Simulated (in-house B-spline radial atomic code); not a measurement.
Atomic self-consistent-field run: Ag VIII (Ag7+) (with a hole in an inner shell). Method: Dirac-Hartree-Fock, average of the jj configuration, Fermi nucleus of rms radius 4.5454 fm. Calculated with a B-spline radial code for spherical atoms.

In the input, a minus or plus after the letter marks the j = l - 1/2 or j = l + 1/2 subshell.

Command:
```bash
python run_scf.py task.json out
```
Settings (nuclear radius in fm, mass in u):
```
Z                47
configuration    1s2 2s2 2p-1 2p+4 3s2 3p6 3d10 4s2 4p6 4d5
hamiltonian      dirac
method           hf
spin_polarised   False
nucleus          fermi
rms_radius       4.5454
atomic_mass      106.90509
speed_of_light   137.035999084
```

Output (hartree, bohr):
```
 radial grid: 66 intervals, B-splines of order 8, outer radius 13.5065 bohr

 iter        energy (Eh)    residual
    1       -5153.277042    9.08e-01
    2       -5168.145133    4.86e-01
    3       -5170.628558    1.27e-01
    4       -5170.865154    3.27e-02
    5       -5170.887023    1.74e-02
    6       -5170.890653    1.13e-03
    7       -5170.890670    5.70e-05
    8       -5170.890670    7.04e-06
    9       -5170.890670    4.64e-07

 total energy                     -5170.89067
 kinetic                            5405.6505
 electron-nucleus                 -12337.4842
 electron-electron                  1760.9430

 first-order corrections (not in the total)
   Gaunt                             3.6482
   retardation                      -0.3657
   frequency dependence             -0.0310
   self-energy                       2.6949
   Uehling                          -0.3339
   Wichmann-Kroll                    0.0062
   recoil                            0.0190

 orbital      occ     eigenvalue          <r>       <r^2>       <1/r>     <1/r^3>       r_max    small
 1s1/2      2.000      -954.5646    0.0310768  0.00130534     49.4636           -     0.02015  2.97e-02
 2s1/2      2.000      -150.1040      0.13349   0.0210647     11.4897           -      0.1134  6.31e-03
 2p1/2      1.000      -140.9488      0.11398   0.0160127     11.3954           -     0.08785  6.25e-03
 2p3/2      4.000      -133.9863     0.118111   0.0169972     10.7637      3555.8     0.09184  6.06e-03
 3s1/2      2.000       -33.1809     0.360268    0.148491     4.08242           -      0.3274  1.84e-03
 3p1/2      2.000       -28.9620     0.351154    0.143524     4.01986           -      0.3145  1.81e-03
 3p3/2      4.000       -27.8489     0.360983    0.151176     3.82488     664.059      0.3226  1.71e-03
 3d3/2      4.000       -20.4822     0.332488    0.131237     3.66017     103.404      0.2655  1.59e-03
 3d5/2      6.000       -20.3307      0.33457    0.132768     3.63059       98.61      0.2672  1.58e-03
 4s1/2      2.000        -8.7945     0.864922    0.841506     1.59285           -      0.7951  4.82e-04
 4p1/2      2.000        -7.2690      0.90721    0.932208     1.49989           -      0.8229  4.42e-04
 4p3/2      4.000        -7.0562     0.927256    0.973218      1.4516     118.465      0.8415  4.22e-04
 4d3/2      2.000        -4.7674      1.04522     1.25673     1.25005     14.7077      0.9137  3.29e-04
 4d5/2      3.000        -4.7454      1.05067      1.2695      1.2416     13.9405      0.9185  3.27e-04
```

Time taken, with all properties: 0.9 s on 1 thread of Arm Neoverse V2, with other jobs on the host.

For the Dirac Hamiltonian the kinetic term is c α·p + (β - 1)c².
